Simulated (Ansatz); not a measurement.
Basis sets compared for WO2Cl2 (WCl2O2). The state is a singlet with charge 0. Geometry r2SCAN-D4/def2-SVP. Ansatz on 4 threads of Arm Neoverse V2 on a shared host; times are rough, and most runs start from earlier orbitals.

```xyz
5

W     0.005    0.063   -0.047
O    -0.476    0.169   -1.678
O     0.607    1.603    0.366
Cl    1.687   -1.456    0.128
Cl   -1.823   -0.378    1.231
```

In the def2 sets W takes a core potential; there is no spin–orbit coupling.

```tsv
level	functions	energy (Eh)	HOMO (eV)	LUMO (eV)	wall time
PBE-D4/def2-SVP	96	-1137.2966	-8.08	-3.89	0.75 s
PBE0-D4/def2-SVP	96	-1137.2784	-9.79	-3.30	1.1 s
```

Estimate the rows for PBE-D4/def2-TZVP (with forces), PBE0-D4/def2-TZVP.


```json
{"level": "PBE-D4/def2-TZVP (with forces)", "functions": "176", "energy (Eh)": "-1137.8163", "HOMO (eV)": "-8.10", "LUMO (eV)": "-4.05", "wall time": "1.5 s"}
{"level": "PBE0-D4/def2-TZVP", "functions": "176", "energy (Eh)": "-1137.7999", "HOMO (eV)": "-9.73", "LUMO (eV)": "-3.40", "wall time": "1.8 s"}
```
